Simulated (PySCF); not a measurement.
Two species compared at the same levels of theory.

First species: CH10O2Si4.
InChI=1S/CH10O2Si4/c2-1-3-5-7-6-4/h1H,5-7H2,4H3

Second species: CH7Ge2NSi.
InChI=1S/CH7Ge2NSi/c2-3(5)1-4/h3H,2,5H3/t3-/m0/s1

Levels: B3LYP/def2-SVPD for dipole moment, HOMO energy, LUMO energy, HOMO–LUMO gap, static isotropic polarisability and electronic spatial extent ⟨r²⟩ about the centre of nuclear charge; TDDFT B3LYP/def2-SVPD for lowest singlet excitation; TDA B3LYP/def2-SVPD for lowest triplet excitation (Tamm–Dancoff); ΔSCF B3LYP/def2-SVPD for vertical ionisation energy; PBE0-D3(BJ)/def2-SVP for rotational constant A and rotational constant C. Geometries: PBE0-D3(BJ)/def2-SVP. Each species is one conformer at its optimised geometry, gas phase, non-relativistic unless stated. Electronic properties by PySCF.

Dipoles, sizes and rotational constants follow the conformer. The torsions of the flexible species, by atom-mapped SMILES:
- `[O:1]=[CH:2][O:3][SiH2:4][SiH2:5][SiH2:6][SiH3:7]`: O1–C2–O3–Si4 -1°, C2–O3–Si4–Si5 -17°, O3–Si4–Si5–Si6 66°, Si4–Si5–Si6–Si7 13°

Values for the first species:

- Dipole moment: 1.43 D
- HOMO energy: -7.73 eV
- LUMO energy: -0.95 eV
- HOMO–LUMO gap: 6.78 eV
- Lowest singlet excitation: 5.68 eV
- Lowest triplet excitation (Tamm–Dancoff): 5.21 eV
- Static isotropic polarisability: 137.3 au
- Vertical ionisation energy: 9.56 eV
- Electronic spatial extent ⟨r²⟩ about the centre of nuclear charge: 1784 bohr²
- Rotational constant A: 1.414 GHz
- Rotational constant C: 0.737 GHz

**Question.** Estimate the same properties for the second species, and the change in each.

**Answer.** 
```json
{"property": "dipole moment", "first": "1.43 D", "second": "4.25 D", "second less first": "+2.82 D"}
{"property": "HOMO energy", "first": "-7.73 eV", "second": "-8.06 eV", "second less first": "-0.33 eV"}
{"property": "LUMO energy", "first": "-0.95 eV", "second": "-1.03 eV", "second less first": "-0.08 eV"}
{"property": "HOMO–LUMO gap", "first": "6.78 eV", "second": "7.03 eV", "second less first": "+0.25 eV"}
{"property": "lowest singlet excitation", "first": "5.68 eV", "second": "6.33 eV", "second less first": "+0.65 eV"}
{"property": "lowest triplet excitation (Tamm–Dancoff)", "first": "5.21 eV", "second": "5.55 eV", "second less first": "+0.34 eV"}
{"property": "static isotropic polarisability", "first": "137.3 au", "second": "113.5 au", "second less first": "-23.8 au"}
{"property": "vertical ionisation energy", "first": "9.56 eV", "second": "9.96 eV", "second less first": "+0.40 eV"}
{"property": "electronic spatial extent ⟨r²⟩ about the centre of nuclear charge", "first": "1784 bohr²", "second": "1481 bohr²", "second less first": "-303 bohr²"}
{"property": "rotational constant A", "first": "1.414 GHz", "second": "1.827 GHz", "second less first": "+0.413 GHz"}
{"property": "rotational constant C", "first": "0.737 GHz", "second": "0.745 GHz", "second less first": "+0.008 GHz"}
```

On the first: The vertical singlet–triplet gap S1 − T1 is 0.47 eV (TDDFT singlet less Tamm–Dancoff triplet; S1: HOMO−2→LUMO, weight 0.66; T1: HOMO−2→LUMO, weight 0.72).

On the second: The vertical singlet–triplet gap S1 − T1 is 0.78 eV (TDDFT singlet less Tamm–Dancoff triplet). No computed singlet falls in the visible range (750 to 380 nm, 1.65 to 3.26 eV); S1 lies 3.07 eV above its blue end. Relativistic effects, spin–orbit coupling among them, are left out although an element past zinc is present.
